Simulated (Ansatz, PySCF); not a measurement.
Dimer: H2O (SMILES O) (first 3 atoms) with C2H3N (SMILES CC#N); geometry from B3LYP-D3(BJ)/def2-TZVP.
(charge 0, multiplicity 1):
```xyz
9

O     -0.12078     0.16147    -0.88121
H      0.02235     0.11252     0.07555
H     -1.04094     0.42390    -0.97768
C      0.83022    -0.15009     4.63601
C      0.46010    -0.03539     3.23570
N      0.17011     0.05455     2.12883
H      1.23914    -1.14114     4.83355
H      1.58239     0.59851     4.88552
H     -0.04455     0.00359     5.26811
```

Interaction energies are E(AB) − E(A) − E(B) at the monomers' geometry in the complex; basis-set methods are counterpoise corrected.

Rows in 6-31G* carry no dispersion term and start afresh at each structure (6-31G* with six Cartesian d functions). MP2/6-31G* freezes PySCF's default core.

Codes used: Ansatz (Gaussian basis) for Hartree–Fock, density functionals and correlated methods; PySCF for 6-31G* rows, the dispersion terms. 

Problem. One of these levels gives -3.49 kcal/mol for the interaction energy. Which?
A) PBE0-D4/def2-TZVPPD
B) MP2/6-31G*
C) HF/6-31G*

Solution. C, HF/6-31G*. The others give -5.15 (PBE0-D4/def2-TZVPPD), -4.10 (MP2/6-31G*)

Ansatz is a program for electronic structure.
